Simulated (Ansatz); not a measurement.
Species: sum formula Si₂H₄Cl₂ (charge 0, singlet). 
Coordinates optimised at B3LYP-D3(BJ)/def2-TZVP (Ansatz, a quantum-chemistry and plane-wave program):
SMILES: [SiH3][SiH](Cl)Cl
```xyz
8

Si    -2.1276    -0.0442     0.0331
Si     0.1597    -0.2006     0.4945
Cl     1.0025     1.6815     0.3739
Cl     1.0474    -1.4343    -0.9045
H     -2.7346    -1.3933     0.1085
H     -2.2943     0.5118    -1.3280
H     -2.7669     0.8478     1.0280
H      0.4980    -0.7415     1.8249
```

Basis-set convergence of Hartree-Fock and MP2 correlation energies (hartree) with Ansatz. Cores are frozen in the correlated levels unless marked. Spin-orbit coupling is left out. No relativistic terms.

| basis | functions | E(HF) | E(corr, MP2) |
|---|---|---|---|
| aug-cc-pV(D+d)Z | 164 | -1499.32137 | -0.50548 |
| aug-cc-pV(T+d)Z | 312 | -1499.37358 | -0.63557 |
| aug-cc-pV(Q+d)Z | 540 | -1499.38629 | -0.68668 |

Extrapolating the two largest sets (X = 3 and 4) as X^-3: E(corr) = (64·(-0.68668) - 27·(-0.63557))/37 = -0.7240 Eh, an estimate of the basis-set limit. The largest set recovers 94.8 % of it, the smallest 69.8 %.
